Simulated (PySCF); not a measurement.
PySCF 2.14 output of an unrestricted r2SCAN calculation on a single atom or ion in aug-cc-pCVTZ-DK with one added diffuse shell each of s, p, d, f type (9s8p6d4f, 91 functions), with scalar relativity by spin-free X2C-1e:

```
SCF conv_tol = 1e-09
number electrons alpha = 6  beta = 5
    J. W. Furness, A. D. Kaplan, J. Ning, J. P. Perdew, and J. Sun.,  J. Phys. Chem. Lett. 11, 8208-8215 (2020)
    J. W. Furness, A. D. Kaplan, J. Ning, J. P. Perdew, and J. Sun.,  J. Phys. Chem. Lett. 11, 9248-9248 (2020)
    J. W. Furness, A. D. Kaplan, J. Ning, J. P. Perdew, and J. Sun.,  J. Phys. Chem. Lett. 11, 8208-8215 (2020)
    J. W. Furness, A. D. Kaplan, J. Ning, J. P. Perdew, and J. Sun.,  J. Phys. Chem. Lett. 11, 9248-9248 (2020)
cycle= 1 E= -241.64486800317  delta_E= -0.00383  |g|= 0.00597  |ddm|= 0.313
cycle= 2 E= -241.644883074808  delta_E= -1.51e-05  |g|= 0.000562  |ddm|= 0.0349
cycle= 3 E= -241.644883324219  delta_E= -2.49e-07  |g|= 8.4e-05  |ddm|= 0.00449
cycle= 4 E= -241.644883327898  delta_E= -3.68e-09  |g|= 4.12e-05  |ddm|= 0.000571
cycle= 5 E= -241.644883328059  delta_E= -1.61e-10  |g|= 8.39e-07  |ddm|= 2.62e-05
converged SCF energy = -241.644883328059  <S^2> = 0.75002321  2S+1 = 2.0000232
```

The run itself started from symmetry-adapted Hartree-Fock orbitals and held the occupation by maximum overlap, on a logarithmic radial grid, so the iterations belong to that start.

Q: Which element, charge and spin multiplicity is this?

A: Al²⁺ (aluminium, charge +2), multiplicity 2; the state was [Ne] 3p1, 2P determinant (an excited configuration).
